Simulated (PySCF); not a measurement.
C3H6F2Si, SMILES C(=C(F)F)C[SiH3].

Coordinates come from a PBE-D3(BJ)/def2-SVP optimisation. This is a generated structure with no PubChem entry under its InChIKey; it may be hypothetical. The values are those of a single conformer.

Level of theory: PySCF with PBE-D3(BJ)/def2-SVP.

Frequencies are harmonic and unscaled.

Computed harmonic wavenumbers and intensities:
```json
[
 {"mode": "1", "ν (cm⁻¹)": "44", "IR (km/mol)": "0.5", "moving atoms (share of kinetic energy)": "F 34 %, Si 25 %, C 24 %, H 18 %"},
 {"mode": "2", "ν (cm⁻¹)": "109", "IR (km/mol)": "0.3", "moving atoms (share of kinetic energy)": "F 47 %, Si 21 %, C 18 %, H 13 %"},
 {"mode": "3", "ν (cm⁻¹)": "135", "IR (km/mol)": "0.2", "moving atoms (share of kinetic energy)": "H 89 %, F 8 %"},
 {"mode": "4", "ν (cm⁻¹)": "232", "IR (km/mol)": "2.6", "moving atoms (share of kinetic energy)": "F 35 %, C 33 %, H 30 %"},
 {"mode": "5", "ν (cm⁻¹)": "300", "IR (km/mol)": "2.1", "moving atoms (share of kinetic energy)": "C 53 %, H 19 %, F 14 %, Si 14 %"},
 {"mode": "6", "ν (cm⁻¹)": "462", "IR (km/mol)": "6.8", "moving atoms (share of kinetic energy)": "F 43 %, H 28 %, C 24 %"},
 {"mode": "7", "ν (cm⁻¹)": "484", "IR (km/mol)": "6.4", "moving atoms (share of kinetic energy)": "H 85 %"},
 {"mode": "8", "ν (cm⁻¹)": "563", "IR (km/mol)": "1.5", "moving atoms (share of kinetic energy)": "F 55 %, C 22 %, H 16 %"},
 {"mode": "9", "ν (cm⁻¹)": "584", "IR (km/mol)": "2.4", "moving atoms (share of kinetic energy)": "C 78 %, H 12 %, F 10 %"},
 {"mode": "10", "ν (cm⁻¹)": "606", "IR (km/mol)": "7.8", "moving atoms (share of kinetic energy)": "H 47 %, C 30 %, F 13 %, Si 10 %"},
 {"mode": "11", "ν (cm⁻¹)": "713", "IR (km/mol)": "25.8", "moving atoms (share of kinetic energy)": "C 42 %, H 41 %, Si 16 %"},
 {"mode": "12", "ν (cm⁻¹)": "784", "IR (km/mol)": "32.1", "moving atoms (share of kinetic energy)": "H 66 %, C 24 %, F 8 %"},
 {"mode": "13", "ν (cm⁻¹)": "803", "IR (km/mol)": "11.3", "moving atoms (share of kinetic energy)": "H 57 %, C 32 %"},
 {"mode": "14", "ν (cm⁻¹)": "885", "IR (km/mol)": "231.7", "moving atoms (share of kinetic energy)": "H 88 %, Si 9 %"},
 {"mode": "15", "ν (cm⁻¹)": "904", "IR (km/mol)": "78.5", "moving atoms (share of kinetic energy)": "H 38 %, F 30 %, C 29 %"},
 {"mode": "16", "ν (cm⁻¹)": "910", "IR (km/mol)": "5.1", "moving atoms (share of kinetic energy)": "H 88 %"},
 {"mode": "17", "ν (cm⁻¹)": "914", "IR (km/mol)": "48.3", "moving atoms (share of kinetic energy)": "H 95 %"},
 {"mode": "18", "ν (cm⁻¹)": "1053", "IR (km/mol)": "21.9", "moving atoms (share of kinetic energy)": "H 68 %, C 26 %"},
 {"mode": "19", "ν (cm⁻¹)": "1121", "IR (km/mol)": "8.4", "moving atoms (share of kinetic energy)": "H 68 %, C 28 %"},
 {"mode": "20", "ν (cm⁻¹)": "1149", "IR (km/mol)": "17.9", "moving atoms (share of kinetic energy)": "H 56 %, C 43 %"},
 {"mode": "21", "ν (cm⁻¹)": "1241", "IR (km/mol)": "134.8", "moving atoms (share of kinetic energy)": "C 47 %, H 38 %, F 14 %"},
 {"mode": "22", "ν (cm⁻¹)": "1321", "IR (km/mol)": "125.9", "moving atoms (share of kinetic energy)": "C 54 %, H 34 %, F 12 %"},
 {"mode": "23", "ν (cm⁻¹)": "1379", "IR (km/mol)": "8.9", "moving atoms (share of kinetic energy)": "H 80 %, C 19 %"},
 {"mode": "24", "ν (cm⁻¹)": "1761", "IR (km/mol)": "222.8", "moving atoms (share of kinetic energy)": "C 95 %"},
 {"mode": "25", "ν (cm⁻¹)": "2154", "IR (km/mol)": "96.6", "moving atoms (share of kinetic energy)": "H 98 %"},
 {"mode": "26", "ν (cm⁻¹)": "2166", "IR (km/mol)": "102.7", "moving atoms (share of kinetic energy)": "H 96 %"},
 {"mode": "27", "ν (cm⁻¹)": "2174", "IR (km/mol)": "95.2", "moving atoms (share of kinetic energy)": "H 96 %"},
 {"mode": "28", "ν (cm⁻¹)": "2981", "IR (km/mol)": "7.3", "moving atoms (share of kinetic energy)": "H 94 %"},
 {"mode": "29", "ν (cm⁻¹)": "3048", "IR (km/mol)": "1.3", "moving atoms (share of kinetic energy)": "H 91 %, C 9 %"},
 {"mode": "30", "ν (cm⁻¹)": "3139", "IR (km/mol)": "6.2", "moving atoms (share of kinetic energy)": "H 92 %, C 8 %"}
]
```
